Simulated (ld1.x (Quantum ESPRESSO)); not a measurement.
## Building the TM potential for gold (PBE, scalar-relativistic).

Input for ld1.x (Quantum ESPRESSO) 7.5:

```
&input
   title='Au', zed=79., rel=1, dft='PBE', iswitch=3,
   config='[Xe] 4f14 5d9 6s0 6p0',
   nld=3, rlderiv=2.25, eminld=-8.0, emaxld=5.0, deld=0.04
 /
 &inputp
   pseudotype=2, tm=.true., lloc=-1, rcloc=1.95,
   nlcc=.true., new_core_ps=.true., rcore=1.15,
   file_pseudopw='Au.UPF', file_wfcaegen='ae.wfc', file_wfcncgen='nc.wfc', file_beta='beta', file_chi='chi'
 /
3
6S  1  0   0.00   0.00  2.05  2.05  0.0
5P  2  1   6.00   0.00  1.30  1.30  0.0
5D  3  2   9.00   0.00  1.65  1.65  0.0
 &test
   configts(1)='5p6 5d9 6s0 6p0'
 /
```

Command:

```bash
ld1.x < Au.in > Au.out
```

Output (shortened: banner, matrices, multipoles, cross overlaps and the repeated all-electron block are left out):

```
Program LD1 v.7.5
     --------------------------- All-electron run ----------------------------

     Au
     scalar relativistic calculation

     atomic number is 79.00
     dft =PBE   lsd =0 sic =0 latt =0  beta=0.20 tr2=1.0E-14
     Exchange-correlation= PBE
                           (   1   4   3   4   0   0   0)
     mesh =1279 r(mesh) = 100.03820 a.u. xmin = -7.00 dx = 0.01250
     1 Ry =  13.60569312 eV, c = 137.03599908

     n l     nl                  e(Ry)          e(Ha)          e(eV)
     1 0     1S 1( 2.00)     -5939.4516     -2969.7258    -80810.3559
     2 0     2S 1( 2.00)     -1049.2423      -524.6212    -14275.6689
     2 1     2P 1( 6.00)      -907.1333      -453.5666    -12342.1767
     3 0     3S 1( 2.00)      -248.8669      -124.4334     -3386.0065
     3 1     3P 1( 6.00)      -207.6567      -103.8283     -2825.3129
     4 0     4S 1( 2.00)       -55.2668       -27.6334      -751.9425
     4 1     4P 1( 6.00)       -41.7569       -20.8784      -568.1314
     3 2     3D 1(10.00)      -163.6837       -81.8418     -2227.0299
     5 0     5S 1( 2.00)        -9.5553        -4.7776      -130.0064
     5 1     5P 1( 6.00)        -5.9751        -2.9876       -81.2959
     4 2     4D 1(10.00)       -25.5496       -12.7748      -347.6195
     4 3     4F 1(14.00)        -7.5584        -3.7792      -102.8371
     5 2     5D 1( 9.00)        -2.0090        -1.0045       -27.3341
     6 0     6S 1( 0.00)        -1.6726        -0.8363       -22.7571
     6 1     6P 1( 0.00)        -1.0741        -0.5370       -14.6133

     final scf error:  8.7E-15 reached in  27 iterations

     Etot =  -38021.500442 Ry,  -19010.750221 Ha, -517308.867094 eV

     Ekin =   42553.586011 Ry,   21276.793005 Ha,  578971.032544 eV
     Encl =  -94500.502526 Ry,  -47250.251263 Ha,-1285744.837339 eV
     Eh   =   14648.694758 Ry,    7324.347379 Ha,  199305.645527 eV
     Exc  =    -723.278685 Ry,    -361.639342 Ha,   -9840.707826 eV

     normalization and overlap integrals

     s(1S/1S) =  1.000000  <r> =   0.0169  <r2> =    0.0004  r(max) =   0.0104
     s(2S/2S) =  1.000000  <r> =   0.0711  <r2> =    0.0060  r(max) =   0.0604
     s(2P/2P) =  1.000000  <r> =   0.0642  <r2> =    0.0050  r(max) =   0.0501
     s(3S/3S) =  1.000000  <r> =   0.1838  <r2> =    0.0386  r(max) =   0.1704
     s(3P/3P) =  1.000000  <r> =   0.1851  <r2> =    0.0397  r(max) =   0.1683
     s(4S/4S) =  1.000000  <r> =   0.4070  <r2> =    0.1869  r(max) =   0.3841
     s(4P/4P) =  1.000000  <r> =   0.4335  <r2> =    0.2136  r(max) =   0.4038
     s(3D/3D) =  1.000000  <r> =   0.1677  <r2> =    0.0329  r(max) =   0.1378
     s(5S/5S) =  1.000000  <r> =   0.9260  <r2> =    0.9620  r(max) =   0.8441
     s(5P/5P) =  1.000000  <r> =   1.0687  <r2> =    1.2909  r(max) =   0.9565
     s(4D/4D) =  1.000000  <r> =   0.4584  <r2> =    0.2427  r(max) =   0.4088
     s(4F/4F) =  1.000000  <r> =   0.4985  <r2> =    0.3013  r(max) =   0.3746
     s(5D/5D) =  1.000000  <r> =   1.4963  <r2> =    2.6214  r(max) =   1.1979
     s(6S/6S) =  1.000000  <r> =   2.4331  <r2> =    6.6477  r(max) =   2.1288
     s(6P/6P) =  1.000000  <r> =   3.1038  <r2> =   10.8281  r(max) =   2.6995

     ------------------------ End of All-electron run ------------------------

     --------------------- Generating NC pseudopotential ---------------------

      Generating local potential from pseudized AE potential:
      Matching radius rcloc =   1.9500

      Local pseudo, rcloc= 1.926 Estimated cut-off energy=     6.39 Ry

      Computing core charge for nlcc:

       r > 1.15 : true rho core
      Core charge pseudized with two Bessel functions
      Integrated core pseudo-charge :   9.55

      Wfc   6S  rcut= 2.025  Using Troullier-Martins method

      Wfc   5P  rcut= 1.291  Using Troullier-Martins method

      Wfc   5D  rcut= 1.658  Using Troullier-Martins method

     ------------------- End of pseudopotential generation -------------------

     Computing logarithmic derivative in   2.25201
     Computing logarithmic derivative in   2.25201
     Computing the partial wave expansion
     R is outside the sphere for l=    0 j= 0.00
     R is outside the sphere for l=    1 j= 0.00
     R is outside the sphere for l=    2 j= 0.00

     ---------------------- Testing the pseudopotential ----------------------

     Au
     scalar relativistic calculation

     atomic number is 79.00   valence charge is 17.00
     dft =PBE   lsd =0 sic =0 latt =0  beta=0.20 tr2=1.0E-14
     mesh =1279 r(mesh) = 100.03820 xmin = -7.00 dx = 0.01250

     n l     nl             e AE (Ry)        e PS (Ry)    De AE-PS (Ry)
     2 1     5P   1( 6.00)       -5.97514       -5.97519        0.00005
     3 2     5D   1( 9.00)       -2.00902       -2.00903        0.00001
     1 0     6S   1( 0.00)       -1.67262       -1.67262        0.00000
     3 1     6P   1( 0.00)       -1.07406       -1.06936       -0.00470

     eps = 1.4E-15  iter =  6

     Etot =  -38021.500442 Ry,  -19010.750221 Ha, -517308.867094 eV
     Etotps =  -223.272352 Ry,    -111.636176 Ha,   -3037.775106 eV

     Ekin =      78.346297 Ry,      39.173149 Ha,    1065.955678 eV
     Encl =    -384.338200 Ry,    -192.169100 Ha,   -5229.187610 eV
     Ehrt =     153.502151 Ry,      76.751076 Ha,    2088.503162 eV
     Ecxc =     -45.195993 Ry,     -22.597997 Ha,    -614.922817 eV
     (Ecc =     -20.157280 Ry,     -10.078640 Ha,    -274.253772 eV)
     Epseu=     -25.586607 Ry,     -12.793303 Ha,    -348.123520 eV

     ---------------------- End of pseudopotential test ----------------------
```

Note: ghost state, extra bound levels that the all-electron valence spectrum of the same l lacks: s at -45.6 eV. A true bound ghost makes a file unfit for plane-wave use.

Generation and configuration tests took about 2.5 s on one core of a shared server CPU.

Transferability test of the new file with ld1.x, input:

```
&input
   title='Au', zed=79., rel=1, dft='PBE', iswitch=2,
   config='[Xe] 4f14 5d9 6s0 6p0'
 /
 &test
   file_pseudo='Au.UPF', nconf=8,
   configts(1)='5p6 5d9 6s0 6p0',
   configts(2)='5p6 5d10 6s1 6p0',
   configts(3)='5p6 5d10 6s0 6p0',
   configts(4)='5p6 5d8 6s0 6p0',
   configts(5)='5p6 5d9 6s2 6p0',
   configts(6)='5p6 5d9 6s1 6p1',
   configts(7)='5p6 5d10 6s0 6p1',
   configts(8)='5p5 5d10 6s1 6p0'
 /
```

```bash
ld1.x < Au.test.in > Au.test.out
```

Pseudopotential blocks of its output, shortened (energy terms left out):

```
     ---------------------- Testing the pseudopotential ----------------------

     n l     nl             e AE (Ry)        e PS (Ry)    De AE-PS (Ry)
     2 1     5P   1( 6.00)       -5.97514       -5.97519        0.00005
     3 2     5D   1( 9.00)       -2.00902       -2.00903        0.00001
     1 0     6S   1( 0.00)       -1.67262       -1.67262        0.00000
     3 1     6P   1( 0.00)       -1.07406       -1.06936       -0.00470

     eps = 3.5E-16  iter =  4

     Etot =  -38021.500442 Ry,  -19010.750221 Ha, -517308.867094 eV
     Etotps =  -223.272352 Ry,    -111.636176 Ha,   -3037.775108 eV

     ---------------------- End of pseudopotential test ----------------------

          ---------------------- Testing the pseudopotential ----------------------

     n l     nl             e AE (Ry)        e PS (Ry)    De AE-PS (Ry)
     2 1     5P   1( 6.00)       -4.39388       -4.39499        0.00111
     3 2     5D   1(10.00)       -0.50544       -0.50463       -0.00082
     1 0     6S   1( 1.00)       -0.42349       -0.42230       -0.00119
     3 1     6P   1( 0.00)       -0.05661       -0.05527       -0.00134

     eps = 1.2E-15  iter = 10

     Etot =  -38023.750735 Ry,  -19011.875368 Ha, -517339.483889 eV
     Etotps =  -225.522284 Ry,    -112.761142 Ha,   -3068.386983 eV
     dEtot_ae =      -2.250293 Ry
     dEtot_ps =      -2.249931 Ry,   Delta E=      -0.000362 Ry

     ---------------------- End of pseudopotential test ----------------------

          ---------------------- Testing the pseudopotential ----------------------

     n l     nl             e AE (Ry)        e PS (Ry)    De AE-PS (Ry)
     2 1     5P   1( 6.00)       -5.02315       -5.02153       -0.00162
     3 2     5D   1(10.00)       -1.12658       -1.12586       -0.00072
     1 0     6S   1( 0.00)       -0.97100       -0.97166        0.00066
     3 1     6P   1( 0.00)       -0.49333       -0.49059       -0.00274

     eps = 2.8E-15  iter = 10

     Etot =  -38023.059215 Ry,  -19011.529608 Ha, -517330.075283 eV
     Etotps =  -224.830904 Ry,    -112.415452 Ha,   -3058.980281 eV
     dEtot_ae =      -1.558773 Ry
     dEtot_ps =      -1.558551 Ry,   Delta E=      -0.000222 Ry

     ---------------------- End of pseudopotential test ----------------------

          ---------------------- Testing the pseudopotential ----------------------

     n l     nl             e AE (Ry)        e PS (Ry)    De AE-PS (Ry)
     2 1     5P   1( 6.00)       -7.03233       -7.03581        0.00348
     3 2     5D   1( 8.00)       -2.98610       -2.98800        0.00190
     1 0     6S   1( 0.00)       -2.44533       -2.44231       -0.00302
     3 1     6P   1( 0.00)       -1.73688       -1.73060       -0.00628  !

     eps = 7.2E-15  iter = 11

     Etot =  -38019.010518 Ry,  -19009.505259 Ha, -517274.989952 eV
     Etotps =  -220.781018 Ry,    -110.390509 Ha,   -3003.878772 eV
     dEtot_ae =       2.489924 Ry
     dEtot_ps =       2.491335 Ry,   Delta E=      -0.001411 Ry

     ---------------------- End of pseudopotential test ----------------------

          ---------------------- Testing the pseudopotential ----------------------

     n l     nl             e AE (Ry)        e PS (Ry)    De AE-PS (Ry)
     2 1     5P   1( 6.00)       -4.59597       -4.60546        0.00949  !
     3 2     5D   1( 9.00)       -0.65775       -0.65994        0.00219
     1 0     6S   1( 2.00)       -0.48970       -0.48734       -0.00236
     3 1     6P   1( 0.00)       -0.08110       -0.07950       -0.00161

     eps = 4.4E-15  iter = 10

     Etot =  -38023.626286 Ry,  -19011.813143 Ha, -517337.790677 eV
     Etotps =  -225.395959 Ry,    -112.697980 Ha,   -3066.668253 eV
     dEtot_ae =      -2.125844 Ry
     dEtot_ps =      -2.123607 Ry,   Delta E=      -0.002237 Ry

     ---------------------- End of pseudopotential test ----------------------

          ---------------------- Testing the pseudopotential ----------------------

     n l     nl             e AE (Ry)        e PS (Ry)    De AE-PS (Ry)
     2 1     5P   1( 6.00)       -4.75440       -4.76147        0.00707  !
     3 2     5D   1( 9.00)       -0.80785       -0.81103        0.00319
     1 0     6S   1( 1.00)       -0.59863       -0.59860       -0.00003
     3 1     6P   1( 1.00)       -0.15364       -0.15251       -0.00113

     eps = 1.2E-15  iter = 13

     Etot =  -38023.199732 Ry,  -19011.599866 Ha, -517331.987110 eV
     Etotps =  -224.969119 Ry,    -112.484559 Ha,   -3060.860795 eV
     dEtot_ae =      -1.699290 Ry
     dEtot_ps =      -1.696767 Ry,   Delta E=      -0.002523 Ry

     ---------------------- End of pseudopotential test ----------------------

          ---------------------- Testing the pseudopotential ----------------------

     n l     nl             e AE (Ry)        e PS (Ry)    De AE-PS (Ry)
     2 1     5P   1( 6.00)       -4.55722       -4.55758        0.00036
     3 2     5D   1(10.00)       -0.66180       -0.66306        0.00126
     1 0     6S   1( 0.00)       -0.53951       -0.54125        0.00174
     3 1     6P   1( 1.00)       -0.13377       -0.13312       -0.00065

     eps = 8.2E-15  iter = 11

     Etot =  -38023.364987 Ry,  -19011.682494 Ha, -517334.235522 eV
     Etotps =  -225.135181 Ry,    -112.567590 Ha,   -3063.120181 eV
     dEtot_ae =      -1.864545 Ry
     dEtot_ps =      -1.862829 Ry,   Delta E=      -0.001717 Ry

     ---------------------- End of pseudopotential test ----------------------

          ---------------------- Testing the pseudopotential ----------------------

     n l     nl             e AE (Ry)        e PS (Ry)    De AE-PS (Ry)
     2 1     5P   1( 5.00)       -5.36251       -5.37718        0.01467  !
     3 2     5D   1(10.00)       -1.36496       -1.36904        0.00407
     1 0     6S   1( 1.00)       -1.06786       -1.06226       -0.00560  !
     3 1     6P   1( 0.00)       -0.54629       -0.54367       -0.00262

     eps = 4.1E-15  iter =  9

     Etot =  -38018.892074 Ry,  -19009.446037 Ha, -517273.378439 eV
     Etotps =  -220.650433 Ry,    -110.325217 Ha,   -3002.102082 eV
     dEtot_ae =       2.608368 Ry
     dEtot_ps =       2.621919 Ry,   Delta E=      -0.013551 Ry

     ---------------------- End of pseudopotential test ----------------------
```
